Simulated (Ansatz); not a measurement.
Wavefunction ladder for `ClB(Cl)B1CN1`

Cartesian coordinates in Å:
```
Cl 2.866 0.800 0.726
B 1.197 1.239 0.448
Cl 0.700 2.882 0.776
B 0.100 0.109 -0.063
C -0.969 -1.019 0.211
N -0.528 -0.515 -1.074
H -1.980 -0.762 0.526
H -0.655 -2.025 0.486
H -0.731 -0.708 -2.037
```

The species carries charge 0 and has multiplicity 1. Geometry: relaxed with PBE0-D4/def2-TZVP. It is one conformer, not always the lowest. Frozen core, restricted reference, the Gaussian-basis code of Ansatz. CBS rows extrapolate triple and quadruple zeta; past MP2 they add the triple-zeta difference.

```json
{"basis": "def2-SVP", "HF (Eh)": "-1062.09174", "MP2 corr.": "-0.72503"}
{"basis": "def2-TZVPP", "HF (Eh)": "-1062.56165", "MP2 corr.": "-0.93305"}
{"basis": "def2-QZVPP", "HF (Eh)": "-1062.59309", "MP2 corr.": "-1.00872"}
```

Task: Estimate the CCSD correlation energy and the (T) correction in each basis where they were run (hartree).

Result: 
```json
{"basis": "def2-SVP", "CCSD corr.": "-0.77581", "(T)": "-0.02476"}
{"basis": "def2-TZVPP", "CCSD corr.": "-0.98291", "(T)": "-0.04588"}
{"basis": "CBS(def2)", "CCSD corr.": "-1.11464", "(T)": "as TZ"}
```
